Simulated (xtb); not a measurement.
xtb input (GFN2-xTB):

```bash
xtb mol.xyz --gfn 2 --ohess tight --chrg 0 --uhf 0
```
mol.xyz:
```
10

Cl    -2.78672596    -1.43880444    -1.03415888
Si    -1.53411269     0.02941343    -0.40519381
Cl    -1.89865740     0.54583243     1.51069415
Cl    -1.74700674     1.65699384    -1.61899510
N      0.06087416    -0.66700111    -0.53893695
Si     1.54755785    -0.22729366     0.26858577
Cl     3.07939430    -0.95383190    -0.88551358
Cl     1.64470263     1.80897453     0.43355179
Cl     1.64511267    -1.06207331     2.10847442
H      0.12823672    -1.46860651    -1.20024132
```

End of the output:

```
optimized geometry written to: xtbopt.xyz

           -------------------------------------------------
          | TOTAL ENERGY              -34.493957160038 Eh   |
          | TOTAL ENTHALPY            -34.453432841269 Eh   |
          | TOTAL FREE ENERGY         -34.510367305208 Eh   |
          | GRADIENT NORM               0.000124023086 Eh/α |
          | HOMO-LUMO GAP               6.419936533173 eV   |
           -------------------------------------------------

------------------------------------------------------------------------
------------------------------------------------------------------------
 total:
 SCF:
 ANC optimizer:
 analytical hessian:
```
